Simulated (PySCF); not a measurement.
(2R)-1,1-difluoro-2-methylcyclopropane (C4H6F2), SMILES C[C@@H]1CC1(F)F.

Geometry: PBE-D3(BJ)/def2-SVP.

Vertical ionisation energy (IE) and electron affinity (EA) in eV. Rows of orbital energies are one-electron estimates. Where ΔSCF, EOM or ADC give a negative EA the extra electron is unbound and the value depends on the basis.

```
level                                           IE     EA
--------------------------------------------  ----  -----
−ε(HOMO), −ε(LUMO), r2SCAN/def2-TZVP (PySCF)  6.87  -1.01
−ε(HOMO), −ε(LUMO), PBE/def2-TZVP (PySCF)     6.59  -0.34
```
